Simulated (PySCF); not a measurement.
Molecule: (SiH3)2PPF2 (FP(F)P([SiH3])[SiH3], F2H6P2Si2).

Bonds (- single, = double, # triple, : aromatic): F1-P2 1.611 Å, P2-F3 1.621 Å, P2-P4 2.240 Å, P4-Si5 2.269 Å, P4-Si6 2.271 Å. Si5 carries H7, H8, H9; Si6 carries H10, H11, H12.

Geometry PBE0-D3(BJ)/def2-SVP throughout; GIAO in PySCF, gas phase, one conformer, non-relativistic; equivalent atoms averaged; basis pcSseg-1.

(1) How do the shifts δ (against CFCl3, H3PO4, TMS at the same level) depend on the functional? (ppm; last column core-seconds on 1 thread of an Intel Xeon Platinum 8259CL, shared host; the GGAs took longer than the global hybrids here, which isn't the general rule, and the cause wasn't traced)

(2) Which nucleus moves most, in ppm?

## Answers

(1) 
```csv
functional,kind,F1/F3,P2,P4,Si5/Si6,H7/H8/H9/H10/H11/H12,core-s
KT2,GGA,-106.1,325.2,-197.3,-81.1,4.07,36
KT3,GGA,-104.8,319.2,-194.3,-76.1,3.93,37
B97-D,GGA,-100.9,336.9,-189.2,-74.3,3.98,36
B3LYP,global hybrid,-95.5,340.2,-197.4,-76.0,3.97,27
PBE0,global hybrid,-94.3,324.3,-217.3,-76.8,4.06,22
mPW1PW91,global hybrid,-95.0,326.9,-214.3,-75.3,4.04,23
```

(2) P4 (phosphorus bonded to P, 2 Si): from -217.3 ppm with PBE0 to -189.2 ppm with B97-D. The smallest spread is 0.14 ppm, at H7/H8/H9/H10/H11/H12.
